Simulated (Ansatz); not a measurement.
Ansatz (an electronic-structure program) input (B3LYP-D3(BJ)/def2-TZVP):

Ansatz 0.2 input:
```yaml
crystal:
  periodic: [false, false, false]
  atoms:
    - {symbol: N, position_ang: [-0.01966628, 0.02316502, -0.62947626]}
    - {symbol: O, position_ang: [0.00883474, 0.00121755, 0.59289526]}
basis:
  gaussian:
    orbitals: def2-TZVP
hamiltonian:
  xc: b3lyp
  dispersion: d3bj
magnetization: {spin_polarized: true, initial_magnetization: 3}
relax: {f_tol: 0.002, max_steps: 150}
```

End of the output:

```
mean field -3531.48498023 eV, -129.7796792969 hartree, gradient 1.8e-5 eV, S^2 3.760315; 0 other end points of the search recorded, 0 dependent functions left out
the calculation of the forces begins
reference -3531.48512540 eV, -129.7796846320 hartree; 9, 6 occupied and 53, 56 virtual orbitals, 306 factors
relax step   6: F+E_penalty+E_count = -3531.50073352 eV  Δ(F+E_penalty+E_count) = -8.355e-6 eV  max|allowed force component| = 2.721e-5 eV/Å  Δτ_max = 0.0004 Å  (35 SCF iters, accepted)
integrals: 0.01 GiB planned
306 factors; their error is unknown
mean field: 0.13 GiB planned
mean field evaluation 128: about -3531.4777 eV, gradient 9.8e-2 eV
mean field -3531.48498023 eV, -129.7796792969 hartree, gradient 1.8e-5 eV, S^2 3.760315; 3 other end points of the search recorded, 0 dependent functions left out
the calculation of the forces begins
reference -3531.48512540 eV, -129.7796846320 hartree; 9, 6 occupied and 53, 56 virtual orbitals, 306 factors
Total energy: -3531.50087869 eV, -129.7802635545 hartree
Atom 0 at    -0.021963     0.024934    -0.727981 Å, force     0.000001    -0.000000     0.000027 eV/Å
Atom 1 at     0.011132    -0.000551     0.691400 Å, force    -0.000001     0.000000    -0.000027 eV/Å
Dipole moment:     0.001372    -0.001056     0.058828 e Å
```

The spin state was set by rule; other spins were not relaxed.
